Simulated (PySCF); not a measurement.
## Trend along group 12: MI molecules

PBE0 with double-zeta basis sets in PySCF, for the lowest determinant that a PBE0 search found; no spin–orbit coupling. De refers to high-spin ground-configuration atoms. A positive dipole means M(−)I(+).

| M | basis | state (unpaired electrons) | Re (Å) | ωe (cm⁻¹) | De (eV) | μ (D) |
| --- | --- | --- | --- | --- | --- | --- |
| Zn | def2-SVP | doublet (σ ↑) | 2.517 | 217 | 1.58 | -3.14 |
| Cd | def2-SVP | doublet (σ ↑) | 2.706 | 171 | 1.29 | -3.13 |
| Hg | def2-SVP | doublet (σ ↑) | 2.826 | 113 | 0.55 | -2.45 |

The shortest bond is that of ZnI (2.517 Å), the longest that of HgI (2.826 Å). ZnI is bound most strongly (1.58 eV) and HgI least (0.55 eV).

Down a group the atoms grow and get heavier, so bonds lengthen and wavenumbers fall; this series shows no clear exception.

These are scalar-relativistic numbers at best; spin–orbit coupling would shift them, the dissociation energy most. States were picked by a PBE0 search and need not be the measured ground states.
